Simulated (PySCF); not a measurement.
# Fractional electron number in Re²⁺ (rhenium, charge +2)

The 5d alpha orbital of [Xe] 4f14 5d5 is emptied in steps (occupation f), with all orbitals relaxed, ending at [Xe] 4f14 5d4. Computed with PySCF 2.14 in def2-SVP with the def2 core potential (60 electrons), with scalar relativity through the core potential. The exact energy is a straight line in f; departures are measured from the line between the end points of the same method.

| f | UHF (eV) | LDA (eV) | PBE (eV) |
| --- | --- | --- | --- |
| 1 | 0.000 | 0.000 | 0.000 |
| 0.75 | 0.142 | -1.108 | -1.091 |
| 0.5 | 0.183 | -1.490 | -1.463 |
| 0.25 | 0.133 | -1.126 | -1.103 |
| 0 | 0.000 | 0.000 | 0.000 |

**Question.** For UHF, how does the orbital energy at f = 1 compare with the removal energy?

**Answer.** −ε = 28.136 eV against a total-energy difference of 27.348 eV. By Janak's theorem ε = ∂E/∂f, so the gap between them reflects the curvature. Along the path −ε is 27.706 (f = 0.75), 27.322 (f = 0.5), 26.976 (f = 0.25) eV.

```csv
method,E(f=0) − E(f=1) (eV),−ε at f=1 (eV),−ε at f=0.5 (eV)
UHF,27.348,28.136,27.322
LDA,28.507,22.653,28.459
PBE,28.389,22.616,28.356
```

Reference removal energy between the ground levels: 27 ± 1.6 eV (theoretical estimate listed by NIST; NIST Atomic Spectra Database, ionization energies). The calculation has no spin-orbit coupling. The determinant left behind need not be the lowest term of the ion. UHF lacks correlation.
